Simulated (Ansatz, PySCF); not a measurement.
Noncovalent pair: CH3F (SMILES CF) (first 5 atoms) with CH6Si (SMILES C[SiH3]); geometry from B3LYP-D3(BJ)/def2-TZVP, rigid monomers moved along the line of their centres of mass till F2···Si7 is 3.70 Å.
(charge 0, multiplicity 1):
```xyz
13

C     -0.1471    -0.1337     0.5081
F      1.0017     0.1518     1.2392
H     -0.8590     0.6806     0.6440
H      0.1251    -0.2283    -0.5437
H     -0.5711    -1.0684     0.8757
C     -0.7485    -0.1435     6.5294
Si    -0.0882    -0.0219     4.7752
H     -0.6632     0.8148     7.0454
H     -0.1917    -0.8856     7.1049
H     -1.8005    -0.4351     6.5327
H     -0.8648     0.9848     4.0116
H     -0.2229    -1.3318     4.0928
H      1.3381     0.3738     4.7871
```

Counterpoise-corrected where a basis set is named; no monomer relaxation.

Correlated levels freeze the cores.

The values were computed with Ansatz (Gaussian orbitals); PySCF for the dispersion terms. Values without a source in brackets are computed.

PBE/def2-TZVPPD gives -20.1 meV for the interaction energy.

Q: Predict the shift from PBE, with its sign, for: PBE-D3(BJ)/def2-TZVPPD, r2SCAN/def2-TZVPPD, B3LYP/def2-TZVPPD, wB97M-V/def2-TZVPPD, MP2/aug-cc-pV(D+d)Z, CCSD(T)/aug-cc-pV(D+d)Z.

A: PBE-D3(BJ)/def2-TZVPPD -27.7; r2SCAN/def2-TZVPPD -9.0; B3LYP/def2-TZVPPD 21.4; wB97M-V/def2-TZVPPD -22.0; MP2/aug-cc-pV(D+d)Z -15.3; CCSD(T)/aug-cc-pV(D+d)Z -17.9 meV. 1 of 6 lie above PBE; the widest gap is to PBE-D3(BJ)/def2-TZVPPD.

Ansatz is a quantum-chemistry and plane-wave program.
